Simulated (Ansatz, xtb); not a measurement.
**C2H6BrSi: which of two conformers lies lower**

We compare a, `CC[SiH]Br`, a doublet, with b, `CC[SiH]Br`, a doublet. Both are isolated molecules in the gas phase, relaxed with BLYP-D3(BJ)/def2-SVP.

a (Å):

```xyz
10

C    -0.1744   -1.7816    0.1100
C    -0.4672   -0.2730   -0.0346
Br   -1.0004    2.8437    1.2742
Si   -0.7514    0.6103    1.6395
H     0.7104   -1.9677    0.7532
H    -1.0316   -2.3243    0.5582
H     0.0322   -2.2445   -0.8766
H     0.3837    0.2549   -0.5204
H    -1.3530   -0.0931   -0.6786
H     0.4580    0.4379    2.5314
```

b (Å):

```xyz
10

C     1.3291    1.1143    0.5552
C     1.0526   -0.4049    0.6364
Br   -1.3684   -0.1878   -1.7702
Si    0.5419   -1.1881   -1.0313
H     0.4246    1.6674    0.2340
H     1.9575   -0.9563    0.9759
H     1.6402    1.5135    1.5434
H     2.1372    1.3438   -0.1688
H     1.5973   -0.9242   -2.0820
H     0.2554   -0.6241    1.3771
```

Problem. Estimate which is lower in electronic energy at CCSD(T)/def2-SVP + ΔMP2/def2-TZVPP, and by roughly how much.

Solution. Too close to call at this level: CCSD(T)/def2-SVP + ΔMP2/def2-TZVPP gives E(b) − E(a) = −0.021 eV.

The same difference at several levels:

| level | geometry | E(b) − E(a) (eV) | departure from the last row (eV) | job, with rough time for the two |
| --- | --- | --- | --- | --- |
| BLYP-D3(BJ)/def2-SVP | BLYP-D3(BJ)/def2-SVP | −0.033 | −0.012 | optimisation, 63 s |
| HF/def2-SVP | BLYP-D3(BJ)/def2-SVP | −0.006 | +0.015 | part of the CCSD(T) run |
| MP2/def2-SVP | BLYP-D3(BJ)/def2-SVP | −0.026 | −0.005 | part of the CCSD(T) run |
| CCSD(T)/def2-SVP | BLYP-D3(BJ)/def2-SVP | −0.024 | −0.003 | single point |
| CCSD(T)/def2-SVP + ΔMP2/def2-TZVPP | BLYP-D3(BJ)/def2-SVP | −0.021 |  | single point, 79 s |

The largest departure from CCSD(T)/def2-SVP + ΔMP2/def2-TZVPP is that of HF/def2-SVP, 0.015 eV. Levels run at GFN2-xTB geometries aren't shown. The last row adds to CCSD(T) the change of the MP2 difference between the two basis sets, here +0.003 eV.

With harmonic frequencies from BLYP-D3(BJ)/def2-SVP (ideal gas, rigid rotor, one conformer each, 298.15 K, 1 atm): the zero-point term adds +0.006 eV; ΔH is −0.019 and ΔG −0.009 eV.

Open shells are spin-unrestricted. The correlated steps freeze 16 core orbitals; the filled d shell of Br is correlated, in a basis made for valence electrons. Codes used: Ansatz 0.2.0; the last row on 2 threads of Arm Neoverse V2 on a shared host.
